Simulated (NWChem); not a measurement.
C$_{2}$H$_{4}$ClF; SMILES C[C@@H](F)Cl

Program: NWChem. Pople sets run with spherical d functions. Coordinates come from a PBE0/def2-SVP optimisation. Level: PBE0/6-31+G*; rows give the wavelength of the field.

Task: Order these by “isotropic polarisability (bohr³)”, lowest first: 400 nm; 589 nm; static.

Result: static (36.8), 589 nm (37.6), 400 nm (38.7)
